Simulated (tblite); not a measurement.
C₃H₈BrFSi.
SMILES with atom numbers: `[CH3:1][C@:2]([SiH3:3])([Br:4])[CH2:5][F:6]` (hydrogens: H7, H8, H9 on C1; H10, H11, H12 on Si3; H13, H14 on C5)

Computed with GFN2-xTB (tblite), gas phase: L-BFGS steps from a force-field or distance-geometry start until the largest atomic force falls under 0.01 eV/Å.

The end geometry, which sets the zero of energy:
```
atom  x, y, z in Å
C1     -1.4754   -0.0733    0.3915
C2     -0.0264    0.3179    0.1893
Si3     1.2118   -1.0968    0.5997
Br4     0.4119    1.7880    1.4471
C5      0.2006    0.9013   -1.1918
F6      0.0817   -0.0946   -2.1317
H7     -1.6363   -0.4608    1.3957
H8     -1.7349   -0.8515   -0.3253
H9     -2.1440    0.7748    0.2379
H10     0.9378   -2.2047   -0.3082
H11     2.5501   -0.5391    0.4210
H12     0.9542   -1.4441    1.9949
H13    -0.5410    1.6685   -1.4459
H14     1.2094    1.3137   -1.2965
```

Question: These geometries come from the run, each turned onto the end geometry. Order them by energy, lowest first.
A.
```
atom  x, y, z in Å
C1     -1.4785   -0.0885    0.3760
C2     -0.0284    0.3091    0.1917
Si3     1.2213   -1.0910    0.6115
Br4     0.4091    1.7746    1.4535
C5      0.2013    0.9051   -1.1843
F6     -0.0551   -0.0446   -2.1428
H7     -1.6647   -0.4474    1.3862
H8     -1.7128   -0.8925   -0.3211
H9     -2.1482    0.7483    0.1756
H10     0.9587   -2.2095   -0.2890
H11     2.5496   -0.5097    0.4196
H12     0.9772   -1.4226    2.0134
H13    -0.4700    1.7489   -1.3826
H14     1.2400    1.2191   -1.3299
```
B.
```
atom  x, y, z in Å
C1     -1.4857   -0.0856    0.3676
C2     -0.0302    0.3200    0.1870
Si3     1.2377   -1.0795    0.6254
Br4     0.3341    1.7947    1.4746
C5      0.2045    0.9167   -1.1992
F6     -0.1092   -0.0224   -2.1533
H7     -1.6846   -0.4270    1.3814
H8     -1.7457   -0.8953   -0.3132
H9     -2.1516    0.7506    0.1642
H10     0.9983   -2.2206   -0.2453
H11     2.5935   -0.5658    0.4293
H12     1.0337   -1.4786    2.0136
H13    -0.4414    1.7814   -1.3790
H14     1.2460    1.2106   -1.3752
```
C.
```
atom  x, y, z in Å
C1     -1.4766   -0.0823    0.3820
C2     -0.0282    0.3134    0.1861
Si3     1.2165   -1.0893    0.6074
Br4     0.4174    1.7706    1.4592
C5      0.1999    0.9058   -1.1904
F6     -0.0081   -0.0673   -2.1382
H7     -1.6450   -0.4489    1.3930
H8     -1.7160   -0.8785   -0.3222
H9     -2.1587    0.7506    0.2017
H10     0.9534   -2.2076   -0.2896
H11     2.5461   -0.5170    0.4158
H12     0.9593   -1.4310    2.0035
H13    -0.4915    1.7271   -1.4189
H14     1.2309    1.2537   -1.3116
```
D.
```
atom  x, y, z in Å
C1     -1.4767   -0.0897    0.3667
C2     -0.0209    0.3219    0.1773
Si3     1.2208   -1.0480    0.6182
Br4     0.3306    1.7983    1.4825
C5      0.2066    0.9070   -1.1998
F6     -0.1128   -0.0213   -2.1543
H7     -1.6945   -0.4284    1.3840
H8     -1.7538   -0.8957   -0.3101
H9     -2.1551    0.7502    0.1655
H10     1.0008   -2.2334   -0.2483
H11     2.6054   -0.5701    0.4286
H12     1.0367   -1.4903    2.0260
H13    -0.4370    1.7815   -1.3773
H14     1.2494    1.2172   -1.3812
```
E.
```
atom  x, y, z in Å
C1     -1.4826   -0.0850    0.3673
C2     -0.0267    0.3022    0.1908
Si3     1.2373   -1.0934    0.6202
Br4     0.3553    1.7841    1.4533
C5      0.1935    0.9113   -1.1826
F6     -0.0963   -0.0232   -2.1456
H7     -1.6621   -0.4277    1.3847
H8     -1.7205   -0.8923   -0.3251
H9     -2.1491    0.7587    0.1588
H10     0.9801   -2.2204   -0.2700
H11     2.5751   -0.5386    0.4289
H12     1.0148   -1.4495    2.0194
H13    -0.4576    1.7769   -1.3789
H14     1.2383    1.1963   -1.3436
```

Answer: C (0.004 eV), A (0.007 eV), E (0.019 eV), B (0.040 eV), D (0.087 eV).

In the order of the answer:

| step | E above end (eV) | largest force (eV/Å) | rms force component (eV/Å) | rms distance from end (Å) | rms bond change (Å) | bond most changed (Å) |
| --- | --- | --- | --- | --- | --- | --- |
| 23 | 0.004 | 0.09 | 0.023 | 0.043 | 0.001 | C2–Si3 -0.002 |
| 17 | 0.007 | 0.06 | 0.018 | 0.065 | 0.001 | Si3–H11 +0.002 |
| 6 | 0.019 | 0.16 | 0.057 | 0.085 | 0.003 | C2–Si3 +0.007 |
| 2 | 0.040 | 0.19 | 0.079 | 0.095 | 0.006 | C2–Si3 +0.014 |
| 0 | 0.087 | 1.20 | 0.267 | 0.099 | 0.015 | Si3–H12 +0.026 |

What follows is the cost of the whole relaxation. On Arm Neoverse V1, one thread, no GPU, shared host with 32 logical CPUs at a one-minute load of 25, this took 0.27 s wall.
